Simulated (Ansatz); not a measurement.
Input for Ansatz (a quantum-chemistry and plane-wave program): U-r2SCAN/def2-TZVPP on H3NPb (SMILES [NH2][PbH]), a point of a bond scan (R = 1.865 Å). Elements past Kr take the def2 small-core potentials; no spin–orbit coupling.

Ansatz 0.2 input:
```yaml
crystal:
  periodic: [false, false, false]
  atoms:
    - {symbol: Pb, position_ang: [-0.05694593, 0.13456917, 0.16632944]}
    - {symbol: H, position_ang: [-0.74542358, 1.24451814, -1.16450535]}
    - {symbol: N, position_ang: [0.56443627, -1.27984887, -1.29975235]}
    - {symbol: H, position_ang: [0.42875834, -1.17436011, -2.29403486]}
    - {symbol: H, position_ang: [1.03517771, -2.14588818, -1.08220763]}
basis:
  gaussian:
    orbitals: def2-TZVPP
hamiltonian:
  xc: {name: r2SCAN}
magnetization: {spin_polarized: true, initial_magnetization: 0}
```

Program output:

```
WARN ansatz: RAYON_NUM_THREADS=1 ignored (pool sized by the plan → 1); use --threads N
Functional definition: r2SCAN
integrals: 0.03 GiB planned
714 factors; their error is unknown
mean field: 0.42 GiB planned
mean field evaluation 1: about -6778.3709 eV, gradient 5.1e1 eV
mean field evaluation 2: about -6704.7096 eV, gradient 1.1e2 eV
mean field evaluation 4: about -6788.8562 eV, gradient 1.0e1 eV
mean field evaluation 8: about -6789.2650 eV, gradient 2.0e-1 eV
mean field evaluation 16: about -6789.2601 eV, gradient 1.2e-4 eV
mean field -6789.26012706 eV, -249.5007077438 hartree, gradient 2.0e-5 eV, S^2 0.000000; 0 other end points of the search recorded, 0 dependent functions left out
reference -6789.26014578 eV, -249.5007084317 hartree; 16, 16 occupied and 107, 107 virtual orbitals, 714 factors
Total energy: -6789.26014578 eV, -249.5007084317 hartree
```

The calculation finished and met its thresholds.

Cost: very roughly 7 core-seconds.
